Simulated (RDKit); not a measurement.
Input file for RDKit: UFF on H4OSi (SMILES O[SiH3]), a point of a torsion scan.

```python
from rdkit import Chem
from rdkit.Chem import AllChem, rdDetermineBonds

blocks = [
'''6

O     1.08810377   -0.49503822   -0.25946606
Si   -0.42465753    0.02514238    0.02913863
H     1.85714153    0.01763747   -0.03001529
H    -0.53063044    1.45711689   -0.25872122
H    -0.76624180   -0.19392312    1.43604398
H    -1.21216087   -0.80150277   -0.87068293
''',
]
mol = None
for b in blocks:
    f = Chem.MolFromXYZBlock(b)
    rdDetermineBonds.DetermineBonds(f, charge=0)
    mol = f if mol is None else Chem.CombineMols(mol, f)
Chem.SanitizeMol(mol)
print(Chem.MolToSmiles(Chem.RemoveHs(mol)))
ff = AllChem.UFFGetMoleculeForceField(mol, vdwThresh=100.0, ignoreInterfragInteractions=False)
e = ff.CalcEnergy()
print(f'UFF energy {e:.6f} kcal/mol')
```

The log:

```
O[SiH3]
UFF energy 10.195591 kcal/mol
```

The run finished.

Cost: about 0.010 core-seconds (a rough figure).
